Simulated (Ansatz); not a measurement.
System: WBr, net charge 0, sextet state. The spin state was set by rule; other spins were not relaxed. 
Coordinates optimised at B3LYP-D3(BJ)/def2-TZVP (Ansatz, a program for electronic structure):
```
W
Br 1 2.4463
```
Charge 0, spin multiplicity 6.

Basis-set convergence of Hartree-Fock and CCSD correlation energies (hartree) with Ansatz. Correlated levels leave the core frozen unless marked. UHF or UKS for open shells. Spin-orbit coupling is left out. The frozen core is the preceding noble-gas configuration, with the filled d and f shells of earlier blocks. In def2 rows, elements after Kr have scalar-relativistic effective core potentials.

```
basis       functions        E(HF)  E(corr, CCSD)
----------  ---------  -----------  -------------
def2-SVP           64  -2638.51882       -0.20156
def2-TZVPP        104  -2638.84820       -0.27023
def2-QZVPP        170  -2638.89890       -0.29227
```

Extrapolating the two largest sets (X = 3 and 4) as X^-3: E(corr) = (64·(-0.29227) - 27·(-0.27023))/37 = -0.3084 Eh, an estimate of the basis-set limit. The largest set recovers 94.8 % of it, the smallest 65.4 %.
